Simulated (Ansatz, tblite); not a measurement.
Cost and result up the ladder for ZnMeF (CH3FZn) (6 atoms). Total charge 0; singlet. Geometry: PBE-D4/def2-TZVP.

```xyz
6

Zn    0.2356    0.0162   -1.1466
C    -0.1502   -0.0103    0.7308
H    -1.2334   -0.0924    0.8901
H     0.2105    0.9140    1.2010
H     0.3458   -0.8681    1.2036
F     0.5917    0.0406   -2.8790
```

Ansatz on 4 threads of Intel Xeon on a shared host; xTB runs through tblite on one thread. Times are rough, summed over both states, and most runs start from the orbitals of an earlier one. CCSD(T)/def2-TZVPP serves as the yardstick here, not as an exact answer. The other state is a doublet.

The xTB rows come from tblite. Correlated methods freeze 11 core orbitals.

Raw xTB energies of ions are shifted by several eV.

| level | functions | wall time |
| --- | --- | --- |
| GFN2-xTB | 15 | 0.008 s |
| GFN1-xTB | 18 | 0.016 s |
| PBE0-D4/def2-TZVP | 128 | 13 s |
| CCSD(T)/def2-TZVPP | 168 | 3.4 min |

(1) Estimate what each level gives for the vertical IE (eV).

Results:

(1) 
| level | vertical IE (eV) | difference from CCSD(T)/def2-TZVPP (eV) |
| --- | --- | --- |
| GFN2-xTB | 15.65 | 4.49 |
| GFN1-xTB | 15.35 | 4.20 |
| PBE0-D4/def2-TZVP | 11.19 | 0.04 |
| CCSD(T)/def2-TZVPP | 11.16 | 0.00 |
